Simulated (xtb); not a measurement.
xtb input (GFN-FF):

```bash
xtb mol.xyz --gfnff --opt tight --chrg 0 --uhf 0
```
mol.xyz:
```
3

Ba     0.31812200    -0.15983617     0.28994222
Cl     1.21993507     0.69217242    -2.15449770
Cl    -2.26786636    -0.16565327     1.19939393
```

End of the output:

```
         :::::::::::::::::::::::::::::::::::::::::::::::::::::
         ::                     SUMMARY                     ::
         :::::::::::::::::::::::::::::::::::::::::::::::::::::
         :: total energy              -0.228309350806 Eh    ::
         :: gradient norm              0.000055489069 Eh/a0 ::
         ::.................................................::
         :: bond energy               -0.130408893124 Eh    ::
         :: angle energy               0.000000002666 Eh    ::
         :: torsion energy             0.000000000000 Eh    ::
         :: repulsion energy           0.000684998552 Eh    ::
         :: electrostat energy        -0.097643301126 Eh    ::
         :: dispersion energy         -0.000942157775 Eh    ::
         :: HB energy                  0.000000000000 Eh    ::
         :: XB energy                  0.000000000000 Eh    ::
         :: bonded atm energy          0.000000000000 Eh    ::
         :: external energy            0.000000000000 Eh    ::
         :: add. restraining           0.000000000000 Eh    ::
         :: total charge               0.000000000000 e     ::
         :::::::::::::::::::::::::::::::::::::::::::::::::::::

           -------------------------------------------------
          |                Property Printout                |
           -------------------------------------------------

molecular dipole:
                 x           y           z       tot (Debye)
 q only:        0.001      -0.001       0.001       0.004
           -------------------------------------------------
          |                Geometry Summary                 |
           -------------------------------------------------

      molecular mass/u    :      208.2327668
   center of mass at/Å    :       -0.2428062       0.1219961      -0.2213013
  moments of inertia/u·Å² :        0.1952991E-03   0.5211453E+03   0.5211455E+03
rotational constants/cm⁻¹ :        0.8631701E+05   0.3234728E-01   0.3234726E-01

 * 2 selected distances

     #   Z          #   Z                                           value/Å
     1  56 Ba       2  17 Cl                                      2.7110481 (min)
     1  56 Ba       3  17 Cl                                      2.7110633 (max)

 * 1 distinct bonds (by element types)

   Z      Z             #   av. dist./Å        max./Å        min./Å
  17 Cl  56 Ba          2     2.7110557     2.7110633     2.7110481

optimized geometry written to: xtbopt.xyz

           -------------------------------------------------
          | TOTAL ENERGY               -0.228309350806 Eh   |
          | GRADIENT NORM               0.000055489069 Eh/α |
           -------------------------------------------------
########################################################################
[WARNING] Runtime exception occurred
-1- gfnff_setup: Could not read topology file.
########################################################################

------------------------------------------------------------------------
------------------------------------------------------------------------
 total:
 SCF:
 ANC optimizer:
Note: The following floating-point exceptions are signalling: IEEE_UNDERFLOW_FLAG IEEE_DENORMAL
normal termination of xtb
```
